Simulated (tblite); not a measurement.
Isomers of C6H9OPS. Calculated harmonic vibrations of the isolated species, GFN2-xTB (tblite), most abundant isotopes, no scaling. This tight-binding method is rough: wavenumbers can miss measured ones by several per cent, in bad cases by 10 to 20. One conformer each.

Electronic energies: GFN2-xTB at the same geometries; isomer energies are rough at this level and their order can be wrong.

```csv
SMILES,"electronic energy, lowest = 0 (kJ/mol)"
CP(C)(=O)c1cccs1,0.0
C#CP1(=S)CCOCC1,215.2
CCc1occ(SC)p1,146.5
```

**Question.** How do GFN2-xTB zero-point energies change the relative energies?

**Answer.** 
```json
{"SMILES": "CP(C)(=O)c1cccs1", "ZPE (kJ/mol)": "350.3", "of it from modes above 1550 cm⁻¹": "164.6", "electronic (kJ/mol)": "0.0", "with ZPE, lowest = 0 (kJ/mol)": "0.0", "lowest mode (cm⁻¹)": "35", "rings": "1"}
{"SMILES": "CCc1occ(SC)p1", "ZPE (kJ/mol)": "358.2", "of it from modes above 1550 cm⁻¹": "163.4", "electronic (kJ/mol)": "146.5", "with ZPE, lowest = 0 (kJ/mol)": "154.5", "lowest mode (cm⁻¹)": "24", "rings": "1"}
{"SMILES": "C#CP1(=S)CCOCC1", "ZPE (kJ/mol)": "355.0", "of it from modes above 1550 cm⁻¹": "173.5", "electronic (kJ/mol)": "215.2", "with ZPE, lowest = 0 (kJ/mol)": "220.0", "lowest mode (cm⁻¹)": "82", "rings": "1"}
```

The zero-point energies span 7.9 kJ/mol, from `CP(C)(=O)c1cccs1` to `CCc1occ(SC)p1`. The order is unchanged.
